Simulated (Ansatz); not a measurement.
`O[SiH]([SiH3])Cl` and `CC[SiH](O)[SiH3]` differ in one atom or group.

Ansatz, PBE0-D4/def2-TZVP geometries, multiplicity 1. Each molecule was computed in one conformer, which needn't be the lowest.

```csv
property,`O[SiH]([SiH3])Cl`
LUMO energy (B3LYP/def2-TZVPP) / eV,-0.56
LUMO energy (PBE/def2-TZVPP) / eV,-1.21
HOMO–LUMO gap (ωB97M-V/def2-TZVPP) / eV,11.56
LUMO energy (PBE0/def2-TZVPP) / eV,-0.35
HOMO–LUMO gap (PBE0/def2-TZVPP) / eV,7.79
LUMO energy (ωB97M-V/def2-TZVPP) / eV,1.35
```

(1) What does the change do to each property? (Best estimate.)

## Answers

(1) The calculation gave: 
```csv
property,`CC[SiH](O)[SiH3]`,shift
LUMO energy (B3LYP/def2-TZVPP) / eV,-0.32,0.24
LUMO energy (PBE/def2-TZVPP) / eV,-0.96,0.25
HOMO–LUMO gap (ωB97M-V/def2-TZVPP) / eV,11.30,-0.26
LUMO energy (PBE0/def2-TZVPP) / eV,-0.09,0.26
HOMO–LUMO gap (PBE0/def2-TZVPP) / eV,7.57,-0.22
LUMO energy (ωB97M-V/def2-TZVPP) / eV,1.56,0.21
```

With PBE0 the HOMO rises by 0.48 eV and the LUMO rises by 0.26 eV, so the gap narrows by about 0.22 eV. PBE moves the HOMO by 0.47 eV and ωB97M-V by 0.47 eV.

B3LYP here is the variant with VWN-RPA as its local correlation; programs differ in this.
